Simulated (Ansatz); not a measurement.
Consider the ligand exchange at a B–C bond: `OB(F)CF` + dimethylamine → `CN(C)B(O)F` + fluoromethane.

Computed with Ansatz on PBE0-D4/def2-TZVP structures; ΔE is electronic, products minus reactants. CCSD(T)/CBS is the MP2 limit (def2-TZVPP, def2-QZVPP) plus CCSD(T) − MP2 in def2-TZVPP, frozen cores. This one scheme is used for every species. Functionals use def2-TZVPP. HSE06 is defined as in plane-wave codes. One conformer a species, not always the lowest.

`OB(F)CF`:

Z-matrix (Å, degrees):
```
C
F 1 1.396
B 1 1.578 2 109.9
H 1 1.095 2 108.1 3 122.2
H 1 1.095 2 108.1 3 -122.2
F 3 1.327 1 119.1 2 179.9
O 3 1.343 1 122.4 2 -0.1
H 7 0.963 3 111.4 1 0.0
```

`CNC`:

Cartesian coordinates in Å:
```
C -0.509 -1.096 -0.006
N 0.376 -0.123 0.590
C 0.532 1.062 -0.221
H -0.639 -1.945 0.668
H -0.064 -1.475 -0.931
H -1.508 -0.699 -0.260
H 0.037 0.132 1.508
H 1.033 0.799 -1.158
H 1.162 1.789 0.296
H -0.420 1.555 -0.485
```

`CN(C)B(O)F`:

```xyz
13

C    -0.120   -1.386    0.679
N     0.026   -0.067    0.110
C    -0.485    0.036   -1.230
B     0.615    0.993    0.826
O     0.795    2.269    0.376
F     1.051    0.763    2.073
H     0.281   -1.406    1.690
H     0.413   -2.134    0.079
H    -1.176   -1.683    0.719
H     0.032   -0.656   -1.907
H    -1.555   -0.201   -1.268
H    -0.359    1.041   -1.635
H     0.482    2.430   -0.513
```

`CF`:

Cartesian coordinates in Å:
```
C 0.051 0.029 0.015
F -1.111 -0.621 -0.334
H 0.025 0.259 1.083
H 0.131 0.953 -0.561
H 0.903 -0.620 -0.204
```

| species | HSE06 energy (Eh) |
| --- | --- |
| `OB(F)CF` | -339.56805 |
| `CNC` | -135.04139 |
| `CN(C)B(O)F` | -334.99621 |
| `CF` | -139.64825 |

Problem. Work out ΔE.

Solution. ΔE = (-334.99621) + (-139.64825) − (-339.56805) − (-135.04139) = -0.03502 Eh = -0.95 eV. CCSD(T)/CBS gives -1.01 eV.

Largest T1 diagnostic among the species: 0.012.

At CCSD(T), def2-SVP lies −0.05 eV from the extrapolated value and def2-TZVPP −0.01 eV. The D4 term adds −0.06 eV with B3LYP and −0.03 eV with PBE0; it sums over pairs of atoms, weighted by their polarisabilities, and B3LYP, whose exchange is more repulsive, gets the larger term. Leaving LDA and LC-ωPBE aside and taking each functional with its dispersion term where it has one, the values, not all of them listed here, spread over 0.10 eV, from BHLYP-D4 to PBE-D4. LDA lies −0.11 eV from PBE without D4.

B3LYP here is the variant with VWN-RPA as its local correlation; programs differ in this.
